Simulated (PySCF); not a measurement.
## Dipole response of I(3+) (iodine, charge +3)

[Kr] 4d10 5s2 5p2, high-spin 3P determinant. Computed with PySCF 2.14 in aug-cc-pVQZ-DK3 (9s8p6d3f2g, 102 functions), with the spin-free X2C one-electron Hamiltonian (Gaussian nucleus). Coupled (time-dependent) response in atomic units; α is the mean over directions.

```
method  mean α (bohr³)         α xx, yy, zz  C₆ (like pair)  S(−4)
  MN15           9.748  10.19, 9.529, 9.529           51.90  22.49
```

S(−4) is the Cauchy moment in α(ω) = α(0) + S(−4) ω² + …

Spin-orbit coupling is absent.

α(iu) at MN15:

```tsv
u (hartree)	α(iu) (bohr³)
0	9.748
0.0500	9.692
0.100	9.529
0.200	8.934
0.300	8.111
0.500	6.335
0.750	4.560
1.00	3.380
1.50	2.092
2.00	1.456
3.00	0.8530
5.00	0.4045
```

For an ion, C₆ is the dispersion term alone; charge-induced terms of lower order in 1/R come first.

The components differ because the open shell of this determinant is not spherical; for a pure term their mean is the scalar polarisability.
